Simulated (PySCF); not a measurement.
This script is equivalent to a calculation on C (carbon, neutral).

```python
from pyscf import gto, scf, dft, mp, cc
import basis_set_exchange as bse
mol = gto.M(atom="C 0 0 0", charge=0, spin=2, symmetry="D2h",
            basis=gto.basis.parse(bse.get_basis("x2c-TZVPall", elements=["C"], fmt="nwchem", header=False)),
            nucmod="G")
mf = scf.UHF(mol).sfx2c1e()
mf.irrep_nelec = {'Ag': (2, 2), 'B1u': (1, 0), 'B2u': (1, 0)}
mf.kernel()
```

Task: What total energy does it give?

Result: -37.70744 hartree (calculated).

Task: Which occupied shell lies highest, and where?

Result: 2p α, at -11.937 eV.

Task: What is ⟨S²⟩, and what would a pure spin state give?

Result: 2.010, against 2.00.
